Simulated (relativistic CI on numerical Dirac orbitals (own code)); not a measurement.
Radial parameters of Ir⁶³⁺

Computed by Dirac-Coulomb-Breit CI, orbitals from a KLI potential per configuration, model QED (radiative potential, 1s self-energy scaled to tabulated hydrogen-like ionisation energies), unscaled Slater integrals (own radial code, finite nucleus).

Slater integrals F^k, G^k are unscaled and averaged over j, outside the closed core [Ne]; ζ comes from projecting the Hamiltonian with its Breit term on Σ l·s of the shell.

- 3s²3p²: F^2(3p,3p) = 565750, ζ(3p) = 2.3493e+06 cm⁻¹; <r>(3p) = 0.172, <r^2>(3p) = 0.03431 (bohr units).
- 3s²3p3d: ζ(3p) = 2.3479e+06, F^2(3p,3d) = 572010, G^1(3p,3d) = 589200, G^3(3p,3d) = 399210, ζ(3d) = 316010 cm⁻¹; <r>(3p) = 0.1721, <r^2>(3p) = 0.03435, <r>(3d) = 0.1526, <r^2>(3d) = 0.02681 (bohr units).
- 3s3p³: F^2(3p,3p) = 565590, G^1(3s,3p) = 719990, ζ(3p) = 2.3492e+06 cm⁻¹; <r>(3s) = 0.1751, <r^2>(3s) = 0.03507, <r>(3p) = 0.172, <r^2>(3p) = 0.03433 (bohr units).

Averages of the first 10 configurations, taken without configuration mixing, which lowers the lowest level and can move excited configurations by several eV; other configurations of the list can lie among them:

| Configuration | Parity | States | Average energy above the lowest level (eV) |
| --- | --- | --- | --- |
| 3s²3p² | even | 15 | 581.7 |
| 3s²3p3d | odd | 60 | 1027.2 |
| 3s3p³ | odd | 40 | 1061.1 |
| 3s²3d² | even | 45 | 1482.3 |
| 3p⁴ | even | 15 | 1565.4 |
| 3s3p²3d | even | 300 | 1495.9 |
| 3p²3d² | even | 675 | 2423.2 |
| 3s3p3d² | odd | 540 | 1940.3 |
| 3p³3d | odd | 200 | 1989.5 |
| 3s²3d4s | even | 20 | 4014.1 |
